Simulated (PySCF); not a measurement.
Gas-phase reaction: GeH4 + GeF2 ⇌ GeH2F2 + GeH2

Computed with PySCF and rigid-rotor harmonic-oscillator thermochemistry at 1 bar. † marks an energy on the PBE0/def2-TZVP geometry and frequencies. CCSD(T) freezes the core. All species are closed-shell singlets. Ge: all electrons, no relativistic terms. GeH2F2, GeH2: computed as isolated molecules; such fragments, hydroxides, amides, oligomers or adducts are transient or little studied in the gas. CCSD(T) isn't extrapolated to the basis-set limit; its ΔH°(298 K) is 122.8 kJ in def2-SVP and 126.9 kJ in def2-TZVPP. The harmonic model lacks anharmonicity and excited electronic states, which grow with temperature; levels with a mode under 35 cm⁻¹ are left out.

```json
[
 {"level": "CCSD(T)/def2-SVP†", "ΔE electronic, kJ": "127", "ΔH°(298 K), kJ": "123", "ΔS°(298 K), J/K": "9", "ΔG°(800 K), kJ": "115"},
 {"level": "M06-2X/def2-TZVP†", "ΔE electronic, kJ": "121", "ΔH°(298 K), kJ": "116", "ΔS°(298 K), J/K": "9", "ΔG°(800 K), kJ": "108"},
 {"level": "PBE/def2-TZVP†", "ΔE electronic, kJ": "153", "ΔH°(298 K), kJ": "149", "ΔS°(298 K), J/K": "9", "ΔG°(800 K), kJ": "140"},
 {"level": "PBE0/def2-QZVP†", "ΔE electronic, kJ": "142", "ΔH°(298 K), kJ": "137", "ΔS°(298 K), J/K": "9", "ΔG°(800 K), kJ": "129"},
 {"level": "r2SCAN/def2-TZVP†", "ΔE electronic, kJ": "147", "ΔH°(298 K), kJ": "143", "ΔS°(298 K), J/K": "9", "ΔG°(800 K), kJ": "134"}
]
```
ΔH° is lowest at M06-2X/def2-TZVP† and highest at PBE/def2-TZVP†. No reference value is set beside these.
